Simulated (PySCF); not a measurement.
Excitations are Tamm–Dancoff values on a coarser integration grid. The basis has no diffuse functions, so Rydberg states are missing or too high.

Cartesian coordinates (Å):
```xyz
7

F     -1.7424    -0.6655    -1.1273
Si    -1.0069     0.0178     0.1078
F     -1.6321     1.4736     0.2363
F     -1.4817    -0.7761     1.4027
Al     1.4455    -0.0045    -0.1516
H      2.2410     1.3591    -0.2341
H      2.1765    -1.4043    -0.2338
```
Charge 0, spin multiplicity 1.

Give the S1 excitation (TDA), HOMO, T1 excitation (TDA), S1 oscillator strength and dipole moment at the level r2SCAN-D4/def2-TZVP (PySCF).


* **S1 excitation (TDA)**: 4.59 eV
* **HOMO**: -7.60 eV
* **T1 excitation (TDA)**: 3.68 eV
* **S1 oscillator strength**: 0.008
* **dipole moment**: 2.21 D
